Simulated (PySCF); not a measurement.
## Field gradients at the hydrogen positions

Species: C₄H₆FNSi.
Cartesian coordinates in Å at the GFN2-xTB level; atoms count from 1:
```
atom  x, y, z in Å
C1    -2.5399   -0.8629    1.4117
C2    -1.9861   -0.0835    0.6851
C3    -1.4045    0.8902   -0.1563
F4    -2.2160    1.9640   -0.3784
C5    -0.1957    0.8372   -0.7021
Si6    0.9908   -0.6022   -0.5022
N7     2.5247    0.0995   -0.8526
H8    -2.9933   -1.5675    2.0432
H9     0.0958    1.6705   -1.3253
H10    0.8311   -1.1945    0.8346
H11    0.7770   -1.6171   -1.5355
H12    2.7816    0.9676   -0.4098
H13    3.3300   -0.5009   -0.9161
```

Level: PBE0/pcSseg-1 (PySCF, non-relativistic); Q(2H) = 0.00286 b; rigid geometry, the same for H and D, with no vibrational averaging.

Problem. Rank these positions by the coupling χzz of a deuteron there, largest first.
A. H8 (alkyne hydrogen)
B. H9 (vinylic hydrogen)
C. H10 (Si–H hydrogen)
D. H13 (N–H hydrogen)
E. H11 (Si–H hydrogen)

Solution. D (290 kHz), A (265 kHz), B (223 kHz), E (108 kHz), C (103 kHz).

Problem. Give the electric field gradient Vzz (the principal value of largest size), its asymmetry and the 2H coupling at each hydrogen.

Solution. 
| atom | bonded to | bond length (Å) | Vzz (au) | η | χzz (kHz) |
| --- | --- | --- | --- | --- | --- |
| H8 | C1 | 1.049 | 0.3936 | 0.01 | 265 |
| H9 | C5 | 1.081 | 0.3316 | 0.03 | 223 |
| H10 | Si6 | 1.471 | 0.1535 | 0.02 | 103 |
| H11 | Si6 | 1.464 | 0.1604 | 0.03 | 108 |
| H12 | N7 | 1.008 | 0.4276 | 0.17 | 287 |
| H13 | N7 | 1.006 | 0.4314 | 0.17 | 290 |

Problem. Average by the element that carries the hydrogen.

Solution. on C: 244 kHz over 2 positions, mean bond length 1.065 Å; on Si: 105 kHz over 2 positions, mean bond length 1.467 Å; on N: 289 kHz over 2 positions, mean bond length 1.007 Å.

Problem. Give the 2H NMR doublet splittings at H8 for a magnetic field along the z, y and x axes of the gradient: 3χ/2, 3χ(1 + η)/4, 3χ(1 − η)/4.

Solution. With |χ| = 264.5 kHz and η = 0.008: 397, 200 and 197 kHz, to first order and without motion.

Isolated species at its GFN2-xTB geometry (one conformer only). GFN2-xTB bond lengths can be off by several hundredths of an ångström, more for odd bonds, and the gradients follow them. The small basis limits the accuracy of the gradients.

The run behind these numbers computed NMR shieldings as well. Time: 43 s wall (with the writing of density and orbital grids); peak memory 0.79 GiB. Hardware: one thread of an Arm Neoverse N1, no GPU (shared host).
